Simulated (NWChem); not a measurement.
A series in which one site is exchanged, each optimised at PBE0/def2-SVP with NWChem, gas phase unless a solvent is named. Some are not confirmed as minima by frequencies. def2 effective core potentials on Y, Bi; no spin-orbit coupling.

A: [F][Bi]([Cl])[Cl] (BiCl₂F; site = Bi)
B: [F][Y]([Cl])[Cl] (YCl2F; site = Y)
C: [Ga]([Cl])([Cl])[F] (GaCl₂F; site = Ga)
D: [Cl][Al]([F])[Cl] (AlCl2F; site = Al)

Problem. Rank them by orbital gap (eV), PBE0/def2-SVP, lowest first.

Solution. B (6.22), A (6.74), C (7.62), D (8.29)
